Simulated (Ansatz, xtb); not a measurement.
## Relative energy of two isomers of C6H10FO+

Structure I is `CC1=CC[O+](CF)C1`, a singlet and structure II is `CCC[C@H](F)CC#[O+]`, a singlet. Both are isolated ions in the gas phase, relaxed with r2SCAN-D4/def2-SVP, each in the lowest conformer that the search found.

Quicker runs give these differences E(II) − E(I): GFN2-xTB +30.2 kJ/mol; HF/STO-3G +116.3 kJ/mol (at GFN2-xTB geometries); r2SCAN-D4/def2-SVP//GFN2-xTB −41.7 kJ/mol.

Estimate which is lower in electronic energy at CCSD(T)/def2-SVP + ΔMP2/def2-TZVPP, and by roughly how much.

The CCSD(T)/def2-SVP + ΔMP2/def2-TZVPP calculation puts structure II lower, by 44.1 kJ/mol.

Level by level:

```tsv
level	geometry	E(II) − E(I) (kJ/mol)	departure from the last row (kJ/mol)	job, with rough time for the two
GFN2-xTB	GFN2-xTB	+30.2	+74.2	optimisation, 0.18 s
HF/STO-3G	GFN2-xTB	+116.3	+160.3	single point, 0.48 s
r2SCAN-D4/def2-SVP//GFN2-xTB	GFN2-xTB	−41.7	+2.3	single point, 4.8 s
r2SCAN-D4/def2-SVP	r2SCAN-D4/def2-SVP	−36.6	+7.5	optimisation, 56 s
HF/def2-SVP	r2SCAN-D4/def2-SVP	−25.1	+18.9	part of the CCSD(T) run
MP2/def2-SVP	r2SCAN-D4/def2-SVP	−69.6	−25.6	part of the CCSD(T) run
CCSD(T)/def2-SVP	r2SCAN-D4/def2-SVP	−52.3	−8.3	single point
CCSD(T)/def2-SVP + ΔMP2/def2-TZVPP	r2SCAN-D4/def2-SVP	−44.1		single point, 2.5 min
```

As drawn, II has 2 C–C, 1 C≡O in place of 1 C=C, 3 C–O. Structure I has a 5-membered ring, II no ring.

GFN2-xTB, HF/STO-3G put the two in the other order. The largest departure from CCSD(T)/def2-SVP + ΔMP2/def2-TZVPP is that of HF/STO-3G, 160.3 kJ/mol. The last row adds to CCSD(T) the change of the MP2 difference between the two basis sets, here +8.3 kJ/mol.

With thermal terms from frequencies at re-optimised GFN2-xTB minima (ideal gas, soft modes damped towards free rotors, one conformer each, 298.15 K, 1 atm): on the last row, ΔE + ΔZPE = −47.1, ΔH = −44.3, ΔG = −51.7 kJ/mol.

The correlated steps freeze 8 core orbitals. Mirror images aren't counted in ΔG. Programs: Ansatz 0.2.0, xtb 6.7.1; the last row on 4 threads of Arm Neoverse V1 on a shared host.
